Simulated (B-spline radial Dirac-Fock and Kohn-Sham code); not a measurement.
**Photoionisation of chlorine ions at Mg Kα (1253.6 eV)**

Level of theory: Dirac-Hartree-Slater photoionisation with all multipoles and Dirac-Fock thresholds; a radial atomic solver. Cross sections in kb; a dash marks an empty subshell or a threshold above the photon energy.

| ion | configuration | total | 2s | 2p1/2 | 2p3/2 | 3p1/2 | 3p3/2 |
| --- | --- | --- | --- | --- | --- | --- | --- |
| Cl³⁺ | [Ne] 3s2 3p2 | 93.98 | 34.2 | 18.0 | 35.3 | 0.654 | 1.28 |
| Cl⁸⁺ | [He] 2s2 2p5 | 86.28 | 37.1 | 16.6 | 32.5 | – | – |
| Cl⁹⁺ | [He] 2s2 2p4 | 82.51 | 39.5 | 14.5 | 28.5 | – | – |
| Cl¹¹⁺ | [He] 2s2 2p2 | 70.58 | 44.4 | 8.82 | 17.3 | – | – |

Values without a named source are computed, but for edge energies of neutral atoms, which are taken from tables.
